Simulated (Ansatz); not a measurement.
`N[Si@@H](F)S[Si@@H](N)F` + `[NH2][GeH2][NH2]` → `[NH2][GeH2][NH][SiH](N)F` + `N[SiH](F)S`  (ligand exchange at the Si–S bond)

Computed with Ansatz on PBE0-D4/def2-TZVP structures; ΔE is electronic, products minus reactants. CBS: MP2 limit from def2 TZ/QZ plus the TZ coupled-cluster correction, frozen cores. Functionals use def2-TZVPP. For Ge outer-core shells are correlated without core-valence functions, which leaves a few kJ/mol of doubt a bond. Scalar relativity is left out up to krypton. Each species was taken in one conformer, which may not be the lowest.

| level | ΔE (kJ/mol) |
| --- | --- |
| PBE-D4 | -12.1 |
| r2SCAN | -15.7 |
| HF/def2-QZVPP | -24.9 |
| MP2/CBS(def2) | -17.7 |

(1) What does CCSD(T)/CBS give? (Best estimate.)

Largest T1 diagnostic among the species: 0.011.

## Answers

(1) Ansatz gave: -21.0 kJ/mol. The listed levels differ from it by 8.9, 5.3, -3.9, 3.3 kJ/mol.
